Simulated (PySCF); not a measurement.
**Working with the constants of ErP**

r²SCAN constants of ErP, quartet, about 11.4 electrons in the 4f shell (Mulliken), real f orbitals that mix terms (PySCF, spin-free X2C with a Gaussian nucleus, basis sets Er x2c-TZVPall, P x2c-TZVPall; masses 165.9303 and 30.9738 u):

* ωe: 401.9 cm⁻¹
* ωexe: 1.12 cm⁻¹
* Be: 0.12034 cm⁻¹
* αe: 0.000435 cm⁻¹
* D (centrifugal): 4.31e-08 cm⁻¹
* De to Er (4f12 6s2) + P: 2.45 eV

Problem. Give the vibrational terms G(v) and spacings up to v = 6.

Solution. G(v) = ωe(v+½) − ωexe(v+½)².

```json
{"v": "0", "G(v) (cm⁻¹)": "200.7", "G(v) − G(v−1)": "", "Bv (cm⁻¹)": "0.1201"}
{"v": "1", "G(v) (cm⁻¹)": "600.3", "G(v) − G(v−1)": "399.7", "Bv (cm⁻¹)": "0.1197"}
{"v": "2", "G(v) (cm⁻¹)": "997.8", "G(v) − G(v−1)": "397.4", "Bv (cm⁻¹)": "0.1193"}
{"v": "3", "G(v) (cm⁻¹)": "1392.9", "G(v) − G(v−1)": "395.2", "Bv (cm⁻¹)": "0.1188"}
{"v": "4", "G(v) (cm⁻¹)": "1785.9", "G(v) − G(v−1)": "392.9", "Bv (cm⁻¹)": "0.1184"}
{"v": "5", "G(v) (cm⁻¹)": "2176.6", "G(v) − G(v−1)": "390.7", "Bv (cm⁻¹)": "0.1179"}
{"v": "6", "G(v) (cm⁻¹)": "2565.0", "G(v) − G(v−1)": "388.5", "Bv (cm⁻¹)": "0.1175"}
```

Problem. How well does the Morse estimate ωe²/(4ωexe) reproduce De, and what is D0?

Solution. It gives 4.47 eV, 182 % of the computed De. D0 = De − G(0) = 2.45 − 0.02 = 2.43 eV.

Spin–orbit coupling is left out, which matters for elements this heavy, above all for dissociation energies. The state is the lowest single determinant that the PBE0 search found; with open d or f shells the true ground state can be another one.
